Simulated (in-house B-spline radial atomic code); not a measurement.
Radial electron density of the neodymium ion Nd⁺, [Kr] 4d9 4f5 5s2 5p6 6s1. All numbers are computed (scalar-relativistic (X2C) Hartree-Fock, spin-polarised, averaged over the determinants with the given up and down occupations; Fermi nucleus of rms radius 4.9123 fm, inside a hard spherical wall at 4.9 bohr) with a radial B-spline atomic code at the basis-set limit, not measured.

One-electron X2C: radii and densities carry no picture-change correction, so inner-shell <1/r> comes out high (for 1s by about 2 % at Z = 33, 5 % at 54, 10 % at 75, 30 % at 118) and <r> low.

Columns: r (bohr), 4πr²n(r) (electrons per bohr), bar.

```
0.000615    2.314 #
0.000754    3.157 #
0.000925    4.297 ##
 0.00113    5.789 ##
 0.00139    7.841 ###
 0.00171    10.55 ####
 0.00209    13.97 ######
 0.00257    18.46 ########
 0.00315    24.02 ##########
 0.00386    30.78 #############
 0.00474    38.85 ################
 0.00581    47.86 ####################
 0.00713    57.46 ########################
 0.00874    66.69 ############################
  0.0107     74.4 ################################
  0.0131    79.35 ##################################
  0.0161    80.53 ##################################
  0.0198    77.77 #################################
  0.0243    72.84 ###############################
  0.0298    69.28 #############################
  0.0365    71.12 ##############################
  0.0448    80.38 ##################################
  0.0549    93.88 ########################################
  0.0673    103.6 ############################################
  0.0826    101.8 ###########################################
   0.101    89.28 ######################################
   0.124    77.55 #################################
   0.152    78.88 #################################
   0.187     88.9 ######################################
   0.229    87.78 #####################################
   0.281    66.57 ############################
   0.345     41.9 ##################
   0.423    34.43 ###############
   0.519    39.56 #################
   0.636    38.73 ################
    0.78    27.83 ############
   0.957    16.78 #######
    1.17    11.43 #####
    1.44    8.914 ####
    1.77    6.222 ###
    2.17    3.514 #
    2.66    1.775 #
    3.26   0.9178 
    3.99   0.3273 
    4.85 0.001072
```

On this grid the curve has 4 maxima, near 0.0161, 0.0673, 0.187, 0.519 bohr.

The 4d down radial function P(r) = rR(r), positive near the nucleus:

```csv
r (bohr),P
0.00713,0.001474
0.0107,0.004387
0.0161,0.01282
0.0243,0.03618
0.0365,0.09416
0.0549,0.2212
0.0826,0.4425
0.124,0.6875
0.187,0.6831
0.281,0.09249
0.423,-0.8844
0.636,-1.322
0.957,-0.87
1.44,-0.2771
2.17,-0.03955
3.26,-0.002384
```
